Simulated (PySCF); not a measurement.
H7Si3, SMILES [SiH3][SiH][SiH3], multiplicity 2. Geometry optimised at B3LYP-D3(BJ)/def2-SVP. The isomer is the one that the SMILES or the coordinates give; other isomers of the formula were not compared.

Computed equilibrium geometry at B3LYP-D3(BJ)/def2-SVP (PySCF confirms it by a frequency run) as Cartesian coordinates in Å:
```xyz
10

Si     1.9716     0.1401     0.3916
Si     0.0068     0.0427    -0.8764
Si    -1.9810    -0.1205     0.3484
H      2.2443    -1.1513     1.0961
H      1.8251     1.2149     1.4165
H      3.1379     0.4559    -0.4844
H      0.0847    -0.9563    -1.9885
H     -2.1085    -1.4471     1.0282
H     -3.1593     0.0657    -0.5484
H     -1.9874     0.9471     1.3911
```
Charge 0, spin multiplicity 2.
